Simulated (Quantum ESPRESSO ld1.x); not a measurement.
Re III, configuration [Xe] 4f14 5d5.

Method: Dirac Kohn-Sham, HCTH/120, spin-unpolarised, spherical densities, point nucleus; open shells are shared between the two j in proportion to 2j + 1; computed with ld1.x of Quantum ESPRESSO 7.5.

Energy parts (eV):
total: -455168
kinetic: 514792
electron-nucleus: -1137544
Hartree: 176922
exchange-correlation: -9339

Orbitals (lengths in bohr, moments of r in powers of bohr):
orbital,occ.,eigenvalue (eV),<1/r>,<r^4>,small-component weight
1s1/2,2,-71562.4,88.77,5.461e-07,8.02e-02
2s1/2,2,-12424.6,21.65,0.00008120,1.82e-02
2p1/2,2,-11891.1,21.60,0.00004878,1.83e-02
2p3/2,4,-10451.6,18.04,0.00007188,1.65e-02
3s1/2,2,-2891.32,7.947,0.002988,6.02e-03
3p1/2,2,-2653.17,7.862,0.002630,5.96e-03
3p3/2,4,-2340.28,6.939,0.003504,5.44e-03
3d3/2,4,-1940.83,6.837,0.002363,5.33e-03
3d5/2,6,-1872.76,6.620,0.002578,5.18e-03
4s1/2,2,-617.278,3.346,0.06959,2.00e-03
4p1/2,2,-517.854,3.237,0.07563,1.91e-03
4p3/2,4,-444.684,2.914,0.1007,1.70e-03
4d3/2,4,-281.471,2.704,0.1272,1.51e-03
4d5/2,6,-267.914,2.628,0.1392,1.46e-03
5s1/2,2,-102.325,1.310,2.123,4.59e-04
5p1/2,2,-72.1767,1.181,3.218,3.82e-04
4f5/2,6,-61.8481,2.190,0.3760,1.06e-03
5p3/2,4,-61.0814,1.066,4.547,3.25e-04
4f7/2,8,-59.3033,2.158,0.4026,1.04e-03
5d3/2,2,-22.2372,0.7503,22.39,1.65e-04
5d5/2,3,-21.2272,0.7247,25.55,1.55e-04
6s1/2,0,-20.0621,0.4687,101.1,7.11e-05
6p1/2,0,-14.2906,0.3870,207.6,4.89e-05
6p3/2,0,-13.1355,0.3584,270.5,4.31e-05
6d3/2,0,-6.7527,0.2499,1351,2.53e-05
6d5/2,0,-6.6234,0.2468,1449,2.50e-05
5f5/2,0,-4.2926,0.1917,3206,9.09e-06
5f7/2,0,-4.2890,0.1913,3223,9.10e-06

The highest occupied level is 5d5/2 at -21.227 eV. Summed over all electrons, <r^2> = 42.00 bohr^2, which gives a Langevin (diamagnetic) susceptibility term of -33.3 x 10^-6 cm^3/mol.
